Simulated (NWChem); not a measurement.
C₄H₄OSi; SMILES C#CC1=C[SiH2]O1

```xyz
10

C     -0.0972     3.0397     0.0000
C     -0.0156     1.8299     0.0000
C      0.0985     0.4098     0.0000
C      1.1929    -0.3992     0.0000
Si    -0.0452    -1.7623     0.0000
O     -1.0566    -0.3433     0.0000
H     -0.1725     4.1121     0.0000
H      2.2421    -0.1181     0.0000
H     -0.2461    -2.5904    -1.2200
H     -0.2461    -2.5904     1.2200
```
Atoms are numbered in this order, from 1.

Program: NWChem. Geometry: optimised at PBE0/def2-SVP. Level: PBE0/def2-SVP with SMD (1 M gas to 1 M solution), gas-phase geometry. Reactions with the solvent are ignored.

```csv
solvent,dielectric constant,solvation free energy (kcal/mol),cavity-dispersion-structure term (kcal/mol),dipole in solution (D)
water,78.4,-0.8,5.1,1.72
cyclohexanone,15.6,-3.2,1.2,1.49
dimethyl sulfoxide,46.8,-2.3,2.4,1.51
acetone,20.5,-3.9,0.6,1.50
cyclohexane,2.02,-2.5,-0.3,1.34
```
